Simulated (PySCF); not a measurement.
Gas-phase reaction: SiBr₄ + 4 SiH₃Cl ⇌ 4 SiH₃Br + SiCl₄

Energies from PySCF (xtb for GFN2), thermal terms from the rigid-rotor harmonic-oscillator model, ideal gas at 1 bar. Table values come from the NASA 1993 polynomials. † marks an energy on the PBE0/def2-TZVP geometry and frequencies; other levels use their own. MP2 freezes the core. All species are closed-shell singlets. Br: all electrons, no relativistic terms. For this reaction the table lies outside the span of B3LYP, M06-2X, MP2, PBE0, r2SCAN, ωB97M-V, ωB97X-V in their largest bases here; which side is off was not settled. MP2 isn't extrapolated to the basis-set limit; its ΔH°(298 K) is -21.6 kJ in def2-SVP and -8.6 kJ in def2-TZVPP. The harmonic model lacks anharmonicity and excited electronic states, which grow with temperature; levels with a mode under 35 cm⁻¹ are left out. Soft modes under 120 cm⁻¹ make the harmonic entropy rough for SiBr₄. The table's entry may be an old estimate for SiBr₄, SiH₃Cl, SiH₃Br, SiCl₄ (not checked at source).

```
level               ΔH°(298 K), kJ  minus table  ΔG°(2000 K), kJ
------------------  --------------  -----------  ---------------
table                          7.1            -              8.9
GFN2-xTB                     -54.4        -61.5            -49.1
M06-2X/def2-TZVP†            -18.1        -25.2            -18.5
MP2/def2-SVP†                -21.6        -28.7            -22.1
MP2/def2-TZVPP†               -8.6        -15.7             -9.0
PBE/def2-TZVP†               -14.8        -21.9            -15.2
PBE0/def2-QZVP†              -16.6        -23.7            -17.1
PBE0/def2-SVP†               -24.2        -31.3            -24.6
PBE0/def2-TZVP               -17.4        -24.5            -17.8
LDA/def2-TZVP†               -16.6        -23.7            -17.1
ωB97M-V/def2-TZVP†           -16.6        -23.7            -17.0
ωB97X-V/def2-TZVP†           -16.7        -23.8            -17.1
```
